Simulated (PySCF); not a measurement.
C7H13F.
Cartesian coordinates in Å at the PBE0-D3(BJ)/def2-SVP level; atoms count from 1:
```xyz
21
C7H13F angstrom
C     -2.101   -0.456   -0.638
C     -0.690   -0.493   -0.084
C     -0.140    0.803    0.544
C     -0.348    2.045   -0.316
C      1.345    0.452    0.716
C      1.707   -0.407   -0.510
C      0.380   -0.894   -1.099
F      0.146   -0.258   -2.313
H     -2.413   -1.451   -0.993
H     -2.819   -0.134    0.132
H     -2.176    0.235   -1.489
H     -0.641   -1.264    0.708
H     -0.613    0.975    1.525
H     -1.418    2.259   -0.463
H      0.101    2.926    0.167
H      0.104    1.929   -1.312
H      1.982    1.344    0.816
H      1.477   -0.137    1.638
H      2.369   -1.245   -0.247
H      2.224    0.171   -1.291
H      0.366   -1.975   -1.316
```

The closed-shell ground state was solved at several levels (PySCF, density fitting, gas phase, non-relativistic).

```csv
level,basis functions,HOMO (eV),LUMO (eV),gap (eV),dipole (D)
wB97X-D/def2-SVPD,267,-10.41,2.22,12.63,1.81
HF/pcSseg-1,201,-11.92,3.93,15.85,1.96
```

(1) Estimate the row for PBE0/pcSseg-1, a basis of 201 functions; the other rows only guide the guess.

(2) Over all these levels, which gives the widest orbital gap and which the narrowest?

(3) How far do the dipole and the HOMO energy spread over the levels?

Answers

(1) HOMO -8.49 eV, LUMO 1.05 eV, gap 9.54 eV, dipole 1.72 D.

(2) HF/pcSseg-1 (Hartree–Fock, all exact exchange) has the widest, 15.85 eV, and PBE0/pcSseg-1 (global hybrid, 25 % exact exchange) the narrowest, 9.54 eV. The two share the basis. From the narrowest to the widest the HOMO moves by -3.43 eV and the LUMO by +2.88 eV. The HOMO need not be the same orbital at Hartree–Fock and at DFT levels.

(3) The dipole runs from 1.72 to 1.96 D (mean 1.83 D) and the HOMO from -11.92 to -8.49 eV.

One conformer stands for the species.
